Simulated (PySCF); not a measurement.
**Identify the compound**

Molecular formula: C5H5F3O. Simulated spectra:

¹H NMR (300 MHz, computed): δ 5.43 (m, 1H), 2.74 (m, 1H), 2.43 (m, 1H), 2.20 (m, 1H), 2.03 (m, 1H).

¹³C{¹H} NMR (computed): δ 170.2 (C), 99.6 (C), 96.2 (CH), 25.3 (CH2), 22.7 (CH2).

- GIAO PBE0/pcSseg-1 shieldings
- structure optimised with GFN2-xTB
- code: PySCF 2.14.0 with density-fitted response routines
- single conformer, no solvent, relativity neglected

δ = σ(ref) − σ, references computed at the same level: ¹H (σ = 31.72 ppm) and ¹³C (σ = 186.93 ppm) vs TMS.

**Question.** Which of these isomers gave the spectra?
A. O=C(F)[C@@]1(F)CC[C@H]1F
B. C/C(C=O)=C/C(F)(F)F
C. FC(F)=C(F)[C@@H]1CCO1

**Answer.** A. 

- The formula gives 2 degrees of unsaturation (1 ring in the answer).
- 5 carbon signals for 5 carbons: no two carbons are equivalent.
- Carbon types of the structure: 2 × C, 1 × CH, 2 × CH2, which accounts for all hydrogens.
- δC 170.2: carbonyl carbon.
- δC 99.6: fully substituted sp3 carbon bonded to F, α to a carbonyl; deshielded by the electronegative neighbour.
- δC 96.2: sp3 CH bonded to F; deshielded by the electronegative neighbour.
- δC 25.3, 22.7: sp3 CH2 in a ring; saturated and bonded to C and H only.
- δH 5.43: hydrogen on an sp3 CH bonded to F; its carbon carries F, hence the downfield position.

The others: C/C(C=O)=C/C(F)(F)F would give 3 signals for carbon-bound and other non-exchanging H, not 5; FC(F)=C(F)[C@@H]1CCO1 has carbons computed at 169.1, 144.3, 80.5, 69.7, 31.7.

Splittings by ¹⁹F in the carbon and heteronuclear signals aren't shown, as no couplings were computed. Shifts are as computed. Against solution values, carbons near 30 ppm lie about +3 ppm off and those near 130 ppm about +5 ppm. Of 1211 compounds with measured shifts, 218 miss one by over three times the rms of a fit or turn the order of signals round; such compounds aren't used in these exercises. No couplings were computed; multiplicities are counted from neighbouring protons, with m where these are inequivalent, close in shift, in a saturated or five-membered ring or joined by F or P, and br s for small geminal =CH2 splittings.
